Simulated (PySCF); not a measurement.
Tb2S3 at several levels of theory

Computed with PySCF 2.14.0 (density fitting, no spin-orbit coupling) at the geometry relaxed with B3LYP:

```xyz
5
Tb2S3 (singlet in the valence; each metal's 4f electrons, 8 of them, lie in its core potential, out of spins and levels)
Tb    0.0000    0.0000    1.5505
Tb    0.0000    0.0000   -1.5505
S     2.0676    0.0000    0.0000
S    -1.0338    1.7906    0.0000
S    -1.0338   -1.7906    0.0000
```

```tsv
level	basis	state	HOMO (eV)	gap (eV)	charge on Tb1 (e)	population of f-type functions on Tb1 (polarisation alone where 4f lies in the core)	dipole about the centre of mass (D)	largest force component (eV/Å)
B3LYP	Tb lcecp-1-SVP with ECP54, S def2-SVP	singlet	-4.96	2.75	0.70	0.03	0.00	0.01
```

In the lcecp rows the 4f levels are missing from HOMO and gap, and the state counts the valence alone.

Charges are Mulliken's, which hang on the basis. The relaxation used the grid (50, 194), these runs (75, 302) or, all-electron (x2c bases, spin-free X2C Hamiltonian), (99, 590).

Task: Order these levels, in the first row's basis, by the HOMO–LUMO gap they give here, smallest first.
A. TPSSh
B. CAM-B3LYP
C. r2SCAN
D. PBE

Result: D (1.67 eV), C (2.05 eV), A (2.44 eV), B (4.86 eV).

Task: And their other results?

Result: 
```json
{"level": "PBE", "state": "singlet", "HOMO (eV)": "-4.27", "gap (eV)": "1.67", "charge on Tb1 (e)": "0.63", "population of f-type functions on Tb1 (polarisation alone where 4f lies in the core)": "0.03", "dipole about the centre of mass (D)": "0.00", "largest force component (eV/Å)": "0.20"}
{"level": "TPSSh", "state": "singlet", "HOMO (eV)": "-4.68", "gap (eV)": "2.44", "charge on Tb1 (e)": "0.79", "population of f-type functions on Tb1 (polarisation alone where 4f lies in the core)": "0.03", "dipole about the centre of mass (D)": "0.00", "largest force component (eV/Å)": "0.14"}
{"level": "CAM-B3LYP", "state": "singlet", "HOMO (eV)": "-6.26", "gap (eV)": "4.86", "charge on Tb1 (e)": "0.74", "population of f-type functions on Tb1 (polarisation alone where 4f lies in the core)": "0.04", "dipole about the centre of mass (D)": "0.00", "largest force component (eV/Å)": "0.32"}
{"level": "r2SCAN", "state": "singlet", "HOMO (eV)": "-4.44", "gap (eV)": "2.05", "charge on Tb1 (e)": "0.79", "population of f-type functions on Tb1 (polarisation alone where 4f lies in the core)": "0.03", "dipole about the centre of mass (D)": "0.00", "largest force component (eV/Å)": "0.21"}
```

In the first row's basis the gap widens with exact exchange: 1.7 to 2.0 eV for PBE, r2SCAN (none); 2.4 to 2.7 eV for TPSSh, B3LYP (a fixed share); 4.9 eV for CAM-B3LYP (rising or full at long range).

An lcecp potential fixes the number of 4f electrons, so in runs with it no electron can move into or out of that shell.
